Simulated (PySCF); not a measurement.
From computed data to an observable: chemical shift, span and skew from a shielding tensor

SiCl2, SMILES Cl[Si]Cl (connectivity only; charge and spin as stated), neutral, multiplicity 1. Atoms are numbered in the order given.

```xyz
3

Si     0.0000     0.0000     0.9328
Cl     0.0000     1.6067    -0.3841
Cl     0.0000    -1.6067    -0.3841
```
Charge 0, spin multiplicity 1.

Geometry: PBE0-D3(BJ)/def2-TZVP. The isomer is the one that the SMILES or the coordinates give; other isomers of the formula were not compared.

GIAO shieldings from PBE0/pcSseg-2 (PySCF), non-relativistic, no solvent. The symmetric part of the tensor of Si1 has the principal values -335.9, 230.7, 286.3 ppm. The same nucleus in TMS has σ = 341.9 ppm at this level (PySCF, at its B3LYP-D3(BJ)/def2-TZVP geometry). Without spin–orbit terms, shifts of atoms bonded to Cl or Br come out too high.

### Question
Work out the isotropic shielding, the ²⁹Si shift against TMS, the span and the skew.

### Answer

σ(iso) = (σ11 + σ22 + σ33)/3 = 60.4 ppm. δ = σ(ref) − σ(iso) = 341.9 − (60.4) = 281.5 ppm.
Span Ω = σ33 − σ11 = 622.2 ppm. Skew κ = 3(σ(iso) − σ22)/Ω = -0.82. Tumbling in solution averages the tensor to δ; in a static solid the shielding alone would spread this spin-1/2 line over Ω.
